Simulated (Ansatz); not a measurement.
`B[SiH2][CH]1[NH][AlH]1` + `BBr` → `BBBr` + `[SiH3][CH]1[NH][AlH]1`  (formal exchange of groups at a B–Si bond)

Isolated molecules relaxed with PBE0-D4/def2-TZVP in Ansatz; ΔE leaves out vibrations. CCSD(T)/CBS adds triple-zeta CCSD(T) − MP2 to the extrapolated MP2 energy (def2 sets, frozen cores). Functionals use def2-TZVPP. B3LYP here is the variant with VWN-RPA as its local correlation; programs differ in this. For Br outer-core shells are correlated without core-valence functions, which leaves a few kJ/mol of doubt a bond. Scalar relativity is left out up to krypton. Each species was taken in one conformer, which may not be the lowest.

`B[SiH2][CH]1[NH][AlH]1`:

Cartesian coordinates in Å:
```
B 0.571 1.540 -1.615
Si 1.097 0.420 -0.041
C -0.495 -0.032 0.846
N -1.435 -0.998 0.150
Al -0.724 -1.840 1.469
H 0.104 1.045 -2.601
H 0.575 2.737 -1.566
H 1.772 -0.856 -0.443
H 2.008 1.128 0.906
H -0.986 0.802 1.355
H -1.868 -0.757 -0.723
H -0.619 -3.188 2.262
```

`BBr`:

Z-matrix (Å, degrees):
```
B
Br 1 1.891
H 1 1.188 2 117.8
H 1 1.188 2 117.8 3 180.0
```

`BBBr`:

```xyz
6

B    -0.616    0.629    0.050
B     0.687   -0.346   -0.192
Br    0.458   -2.086    0.584
H    -0.711    1.313    1.029
H    -1.537    0.644   -0.716
H     1.720   -0.154   -0.755
```

`[SiH3][CH]1[NH][AlH]1`:

```xyz
10

Si    0.889   -0.999    0.618
C    -0.570   -0.287   -0.277
N    -0.292    0.874   -1.220
Al   -1.173    1.499    0.116
H     0.462   -2.044    1.592
H     1.905   -1.610   -0.294
H     1.587    0.087    1.371
H    -1.280   -1.026   -0.662
H     0.299    0.746   -2.022
H    -1.826    2.760    0.780
```

```json
{"level": "PBE-D4", "ΔE (kJ/mol)": "-21.4", "difference from CCSD(T)/CBS": "-0.7"}
{"level": "PBE0-D4", "ΔE (kJ/mol)": "-22.6", "difference from CCSD(T)/CBS": "-1.9"}
{"level": "ωB97X-V", "ΔE (kJ/mol)": "-24.1", "difference from CCSD(T)/CBS": "-3.4"}
{"level": "B2PLYP", "ΔE (kJ/mol)": "-23.8", "difference from CCSD(T)/CBS": "-3.1"}
{"level": "PBE", "ΔE (kJ/mol)": "-22.7", "difference from CCSD(T)/CBS": "-2.0"}
{"level": "PBE0", "ΔE (kJ/mol)": "-23.9", "difference from CCSD(T)/CBS": "-3.2"}
{"level": "B3LYP", "ΔE (kJ/mol)": "-26.0", "difference from CCSD(T)/CBS": "-5.3"}
{"level": "HF/def2-TZVPP", "ΔE (kJ/mol)": "-25.9", "difference from CCSD(T)/CBS": "-5.2"}
{"level": "MP2/def2-TZVPP", "ΔE (kJ/mol)": "-20.5", "difference from CCSD(T)/CBS": "0.2"}
{"level": "SCS-MP2/def2-TZVPP", "ΔE (kJ/mol)": "-20.6", "difference from CCSD(T)/CBS": "0.1"}
{"level": "CCSD(T)/def2-TZVPP", "ΔE (kJ/mol)": "-19.7", "difference from CCSD(T)/CBS": "1.0"}
{"level": "HF/def2-QZVPP", "ΔE (kJ/mol)": "-26.1", "difference from CCSD(T)/CBS": "-5.4"}
{"level": "MP2/def2-QZVPP", "ΔE (kJ/mol)": "-21.2", "difference from CCSD(T)/CBS": "-0.5"}
{"level": "SCS-MP2/def2-QZVPP", "ΔE (kJ/mol)": "-21.3", "difference from CCSD(T)/CBS": "-0.6"}
{"level": "HF/CBS(def2)", "ΔE (kJ/mol)": "-26.1", "difference from CCSD(T)/CBS": "-5.4"}
{"level": "MP2/CBS(def2)", "ΔE (kJ/mol)": "-21.5", "difference from CCSD(T)/CBS": "-0.8"}
{"level": "CCSD(T)/CBS", "ΔE (kJ/mol)": "-20.7", "difference from CCSD(T)/CBS": "0"}
```

Largest T1 diagnostic among the species: 0.015.

In def2-TZVPP, CCSD(T) changes the Hartree–Fock value by +6.1 kJ/mol (the triples alone add +1.3 kJ/mol) and MP2 by +5.4 kJ/mol.
